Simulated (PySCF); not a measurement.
HfF4, SMILES [Hf]([F])([F])([F])[F], multiplicity 1.

Geometry optimised at B3LYP-D3(BJ)/def2-SVP. The multiplicity is an assumed one; other spin states were not compared. The isomer is the one that the SMILES or the coordinates give; other isomers of the formula were not compared. The def2 effective core potentials stand for the cores of Hf; spin–orbit coupling is left out.

Two levels are set side by side: TDDFT-PBE/def2-SVPD (PySCF) and TDDFT-LC-ωPBE/def2-SVPD (PySCF). Vertical, same geometry. The lowest singlet is HOMO−2→LUMO 67 %, HOMO−2→LUMO+1 22 % with PBE and HOMO→LUMO+2 76 %, HOMO−3→LUMO+1 18 % with the other functional; states are paired by order. Differences are taken from unrounded values.

```csv
quantity,TDDFT-LC-ωPBE,TDDFT-PBE,TDDFT-PBE minus TDDFT-LC-ωPBE
lowest singlet excitation (eV),10.05,8.38,-1.67
lowest triplet excitation (TDA) (eV),9.59,8.11,-1.48
```

Functionals without exact exchange tend to place singlet excitations lower, as here. Differences between two approximate levels are no errors against the true value.

Rough cost on one machine, each run with all the roots and properties that it gave: TDDFT-LC-ωPBE against TDDFT-PBE about 9 times.
